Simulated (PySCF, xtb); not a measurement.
B₂F₄, SMILES FB(B(F)F)F.

xtb with GFN2-xTB at its own geometry gives an orbital gap of 5.09 eV and a dipole moment of 0.00 D.

Geometry optimised at r2SCAN-D4/def2-SVP. Other conformers were not sampled.

Q: What does PySCF with HF/def2-TZVP give? (Estimate from the structure and the level; the computed values follow.)

A: gap 16.92 eV (levels -14.32 and 2.60 eV), dipole 0.00 D.
